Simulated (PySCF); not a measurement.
**Dipole response of B (boron, neutral)**

[He] 2s2 2p1, 2P determinant. Computed with PySCF 2.14 in aug-cc-pVQZ-DK (6s5p4d3f2g, 80 functions), with scalar relativity by spin-free X2C-1e. Coupled (time-dependent) response in atomic units; α is the mean over directions.

```
method  mean α (bohr³)         α xx, yy, zz  C₆ (like pair)  S(−4)
   UHF           22.19  20.47, 25.62, 20.47           106.0  425.7
   PBE           23.77  20.82, 29.68, 20.82           116.6  407.8
  PBE0           22.60  20.18, 27.45, 20.18           109.9  345.0
   M06           21.95  19.73, 26.39, 19.73           101.3  365.3
  PW91           23.58  20.75, 29.25, 20.75           115.3  400.2
```

S(−4) is the Cauchy moment in α(ω) = α(0) + S(−4) ω² + …

Reference α: 20.5 ± 0.1 bohr³ (recommended; Schwerdtfeger and Nagle, table of static dipole polarizabilities (2023 update)). Published C₆: 99.50 (Chu and Dalgarno (2004); Tang, Norbeck and Certain (1976)).

α(iu) at PW91:

```tsv
u (hartree)	α(iu) (bohr³)
0	23.58
0.0500	22.64
0.100	20.36
0.200	15.03
0.300	10.83
0.500	6.007
0.750	3.358
1.00	2.129
1.50	1.075
2.00	0.6505
3.00	0.3167
5.00	0.1281
```

The components differ because the open shell of this determinant is not spherical; for a pure term their mean is the scalar polarisability.
